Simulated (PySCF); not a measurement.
A PySCF script (with the pyscf-properties extension) for the NMR shieldings of `C=CCC(C)(C)BC[SiH3]`, C$_{7}$H$_{17}$BSi, on a GFN2-xTB geometry:

```python
import basis_set_exchange as bse
import numpy as np
from pyscf import gto, dft
from pyscf.prop import nmr

atoms = """
C    -3.353975    0.878576    0.540099
C    -2.035337    0.878710    0.481949
C    -1.233517    0.262872   -0.617712
C    -0.199954   -0.751765   -0.082037
C     0.552406   -1.342086   -1.290902
C    -0.964991   -1.896361    0.599512
B     0.898954   -0.116361    0.892717
C     1.491217    1.308874    0.732249
Si    3.189405    1.227987   -0.147199
H    -3.953492    0.420382   -0.230201
H    -3.894332    1.336591    1.351591
H    -1.453580    1.339634    1.270877
H    -1.904116   -0.229713   -1.326973
H    -0.705953    1.055101   -1.157082
H    -0.138983   -1.884961   -1.934794
H     1.325806   -2.033012   -0.961826
H     1.022612   -0.557101   -1.878474
H    -0.276752   -2.667585    0.937086
H    -1.516011   -1.526567    1.461171
H    -1.677773   -2.348451   -0.089509
H     1.334964   -0.796750    1.745956
H     0.874150    2.010502    0.171939
H     1.698437    1.763233    1.702422
H     3.039916    0.810560   -1.544182
H     4.093786    0.303692    0.537879
H     3.766068    2.576612   -0.121436
"""
names = dict.fromkeys(["C", "B", "Si", "H"], "pcSseg-1")
basis = {el: gto.basis.parse(bse.get_basis(n, elements=[el], fmt="nwchem")) for el, n in names.items()}
mol = gto.M(atom=atoms, basis=basis, charge=0, verbose=0)
mf = dft.RKS(mol, xc="PBE0")
mf.grids.level = 2
mf.grids.alignment = dft.numint.BLKSIZE   # the property module wants whole blocks of grid points
mf.conv_tol = 1e-9
mf.kernel()

calc = nmr.RKS(mf)   # GIAO
C = mf.mo_coeff
Co = C[:, mf.mo_occ > 0]
resp = mf.gen_response(singlet=True, hermi=2)
def vind(x):   # induced exchange potential for any number of trial vectors
    d = np.einsum("pi,xij,qj->xpq", C, 2 * x.reshape(-1, C.shape[1], Co.shape[1]), Co, optimize=True)
    return np.einsum("xpq,pi,qj->xij", resp(d - d.transpose(0, 2, 1)), C, Co, optimize=True).ravel()
mo1, _ = nmr.rhf.solve_mo1(calc, with_cphf=vind)
sigma = calc.kernel(mo1)
for i, s in enumerate(sigma):   # ppm
    w = np.linalg.eigvalsh((s + s.T) / 2)
    print("%2d %-2s iso %8.1f  s11 %8.1f  s22 %8.1f  s33 %8.1f" % (i, mol.atom_pure_symbol(i), w.mean(), *w))
```

Problem. What does it print?

Solution. 
```
 0 C  iso     64.9  s11    -49.3  s22     87.2  s33    156.8
 1 C  iso     37.9  s11    -83.9  s22     43.2  s33    154.5
 2 C  iso    134.0  s11    116.0  s22    128.6  s33    157.5
 3 C  iso    151.9  s11    133.5  s22    152.1  s33    170.3
 4 C  iso    162.1  s11    141.7  s22    158.1  s33    186.4
 5 C  iso    156.6  s11    132.1  s22    158.3  s33    179.5
 6 B  iso     12.7  s11    -61.6  s22    -13.2  s33    113.1
 7 C  iso    171.2  s11    139.8  s22    180.9  s33    193.0
 8 Si iso    429.4  s11    398.4  s22    421.7  s33    468.1
 9 H  iso     26.3  s11     22.5  s22     25.6  s33     30.9
10 H  iso     26.5  s11     23.0  s22     25.3  s33     31.1
11 H  iso     25.9  s11     21.9  s22     24.9  s33     30.9
12 H  iso     30.0  s11     27.0  s22     29.5  s33     33.4
13 H  iso     28.7  s11     26.2  s22     28.1  s33     31.9
14 H  iso     30.9  s11     27.4  s22     28.7  s33     36.6
15 H  iso     30.9  s11     27.6  s22     27.8  s33     37.2
16 H  iso     30.9  s11     26.0  s22     29.7  s33     37.1
17 H  iso     30.5  s11     26.6  s22     28.1  s33     36.7
18 H  iso     30.0  s11     25.5  s22     29.3  s33     35.4
19 H  iso     31.3  s11     27.6  s22     29.3  s33     37.0
20 H  iso     24.3  s11     18.2  s22     26.3  s33     28.4
21 H  iso     30.1  s11     25.9  s22     30.2  s33     34.1
22 H  iso     30.2  s11     26.1  s22     27.8  s33     36.8
23 H  iso     27.9  s11     23.6  s22     28.1  s33     32.0
24 H  iso     27.7  s11     24.6  s22     25.7  s33     32.9
25 H  iso     27.5  s11     24.2  s22     25.0  s33     33.4
```

These numbers come from an equivalent density-fitted implementation of the same equations, which agrees with the script to about 0.01 ppm for H and up to a few tenths of a ppm for heavy atoms, so last digits may differ.

Size and cost of the density-fitted run: 245 basis functions, 120 s wall time on 1 thread of an Arm Neoverse N1, shared host; peak memory 1.1 GiB.
